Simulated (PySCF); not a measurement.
Species: C4H6F2N (charge +1).
Atom-mapped SMILES: `[CH3:1][C:2]#[N+:3][CH2:4][CH:5]([F:6])[F:7]` (hydrogens: H8, H9, H10 on C1; H11, H12 on C4; H13 on C5)

Method: TDDFT PBE0/def2-SVPD, vertical, gas phase, core orbitals frozen in the response in PySCF. The structure is a single GFN2-xTB conformer in the gas phase; no vibrational or solvent corrections. Torsions of this conformer, `[CH3:1][C:2]#[N+:3][CH2:4][CH:5]([F:6])[F:7]`: N3–C4–C5–F6 59°.

| state | E (eV) | ν̃ (cm⁻¹) | f | \|μ\| (D) | main configurations (H = HOMO, L = LUMO) |
| --- | --- | --- | --- | --- | --- |
| S1 | 6.92 | 55800 | 0.0021 | 0.28 | H→L+1 (88%) |
| S2 | 7.00 | 56460 | 0.108 | 2.02 | H→L (88%), H-1→L+1 (8%) |
| S3 | 7.35 | 59250 | 0.0049 | 0.42 | H-1→L (82%), H-3→L (11%) |
| S4 | 7.96 | 64240 | 0.061 | 1.42 | H-2→L (46%), H-1→L+1 (36%) |
| S5 | 8.25 | 66500 | 0.0019 | 0.24 | H-2→L+1 (79%), H-5→L+1 (11%) |
| S6 | 8.53 | 68780 | 0.0018 | 0.24 | H-3→L (87%), H-1→L (12%) |

Triplets (Tamm–Dancoff): T1 6.00 eV, H→L (53%), H-2→L (18%), H-1→L+1 (12%); T2 6.52 eV, H→L+1 (46%), H-1→L (27%), H-2→L+1 (11%).

The lowest singlet comes at 179 nm (667 kJ/mol) in the vacuum ultraviolet; it is very weak; its leading configuration is HOMO→LUMO+1 (88%). The strongest level in the table is S2 at 7.00 eV (177 nm, f = 0.108). Löwdin shares by element: HOMO fluorine 43%, carbon 33% or more (atoms not listed hold the other 24%); LUMO carbon 49% or more, nitrogen 31%, hydrogen 6% or more. The listed states span 1.61 eV, and the widest gap between neighbours is 0.62 eV (S3 to S4). Of the 6 states listed, 2 reach f = 0.01 and none stays under 0.0005. Orbital energies (eV): HOMO-3 -16.12, HOMO-2 -15.96, HOMO-1 -15.64, HOMO -14.49, LUMO -6.35, LUMO+1 -6.13, LUMO+2 -3.96. Singlets were solved by full linear response, triplets in the Tamm–Dancoff approximation.
